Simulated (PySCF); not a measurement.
# Mayer bond orders and bond lengths

C9H8FP.
Numbering: `[CH3:1][C:2]#[C:3][PH:4][c:5]1[cH:6][cH:7][cH:8][c:9]([F:10])[cH:11]1` (hydrogens: H12, H13, H14 on C1; H15 on P4; H16 on C6; H17 on C7; H18 on C8; H19 on C11)

Cartesian coordinates in Å at the GFN2-xTB level; atoms count from 1:
```xyz
19
C9H8FP angstrom
C      4.065   -0.399   -0.202
C      2.760   -0.510   -0.810
C      1.661   -0.542   -1.305
P      0.097   -0.793   -2.073
C     -0.973   -0.197   -0.705
C     -0.740   -0.607    0.603
C     -1.586   -0.214    1.624
C     -2.684    0.586    1.356
C     -2.914    0.971    0.047
F     -3.984    1.747   -0.229
C     -2.083    0.590   -0.988
H      3.994    0.140    0.743
H      4.739    0.141   -0.867
H      4.474   -1.392   -0.014
H      0.093    0.431   -2.764
H      0.119   -1.228    0.816
H     -1.391   -0.532    2.637
H     -3.355    0.908    2.136
H     -2.302    0.910   -1.997
```

Bond orders from the PBE0/pcSseg-1 density (PySCF). Geometry: GFN2-xTB, one conformer, isolated molecule.

(1) How far do the computed orders between heavy atoms stray from the drawn ones?

(2) Give the Mayer order of every bond between heavy atoms, beside its length.

Results:

(1) The largest departure is 0.251, at C2–C3 (drawn triple, 2.749), counting aromatic bonds as 1.5. Drawn single, order above 1.12: C1–C2 (1.190). The bonds drawn aromatic range from 1.38 to 1.46.

(2) 
```json
{"bond": "C1–C2", "drawn as": "single", "length (Å)": "1.445", "Mayer order": "1.190"}
{"bond": "C2–C3", "drawn as": "triple", "length (Å)": "1.205", "Mayer order": "2.749"}
{"bond": "C3–P4", "drawn as": "single", "length (Å)": "1.761", "Mayer order": "0.922"}
{"bond": "P4–C5", "drawn as": "single", "length (Å)": "1.836", "Mayer order": "0.886"}
{"bond": "C5–C6", "drawn as": "aromatic", "length (Å)": "1.391", "Mayer order": "1.415"}
{"bond": "C6–C7", "drawn as": "aromatic", "length (Å)": "1.383", "Mayer order": "1.459"}
{"bond": "C7–C8", "drawn as": "aromatic", "length (Å)": "1.385", "Mayer order": "1.406"}
{"bond": "C8–C9", "drawn as": "aromatic", "length (Å)": "1.383", "Mayer order": "1.430"}
{"bond": "C9–F10", "drawn as": "single", "length (Å)": "1.351", "Mayer order": "0.881"}
{"bond": "C9–C11", "drawn as": "aromatic", "length (Å)": "1.381", "Mayer order": "1.441"}
{"bond": "C11–C5", "drawn as": "aromatic", "length (Å)": "1.390", "Mayer order": "1.377"}
```

Bonds between the same two heavy elements. C–C: lowest C1–C2 (1.190, 1.445 Å), highest C2–C3 (2.749, 1.205 Å). C–P: lowest P4–C5 (0.886, 1.836 Å), highest C3–P4 (0.922, 1.761 Å).

Question: And the bonds to hydrogen?

Answer: C–H: 0.92 to 0.96 (7 bonds); H–P: 0.95 (1 bond).

Question: Sum the orders of all bonds at each heavy atom with more than one neighbour and set the sums beside the valence in the SMILES.

Answer: C1 3.960 (drawn 4), C2 3.939 (drawn 4), C3 3.671 (drawn 4), P4 2.755 (drawn 3), C5 3.678 (drawn 4), C6 3.830 (drawn 4), C7 3.826 (drawn 4), C8 3.784 (drawn 4), C9 3.752 (drawn 4), C11 3.769 (drawn 4). Orders between atoms that aren't bonded are not in these sums.

The Mayer order sums products of elements of PS (density times overlap matrix) between the two atoms' basis functions, so it depends on the basis set.
